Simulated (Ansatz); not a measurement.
A structure relaxed at PBE0-D4/def2-TZVP, charge 0, multiplicity 1:

```xyz
11

C     0.742   -1.250    0.439
C     0.242   -0.059    0.097
N     0.715    1.160    0.549
C    -0.823    0.036   -0.934
Br   -2.433    0.928   -0.245
H     0.362   -2.156   -0.011
H     1.555   -1.343    1.150
H     1.296    1.110    1.370
H     0.003    1.871    0.634
H    -0.514    0.648   -1.780
H    -1.146   -0.944   -1.269
```

Give its formula and SMILES.

C3H6BrN, `C=C(N)CBr`.

Summarise the bond lengths by kind.

2 × C–C 1.337 to 1.486 Å; 4 × C–H 1.081 to 1.089 Å; 1 × C–N 1.383 Å; 2 × H–N 1.008 to 1.010 Å; 1 × Br–C 1.965 Å.

Computed with Ansatz.
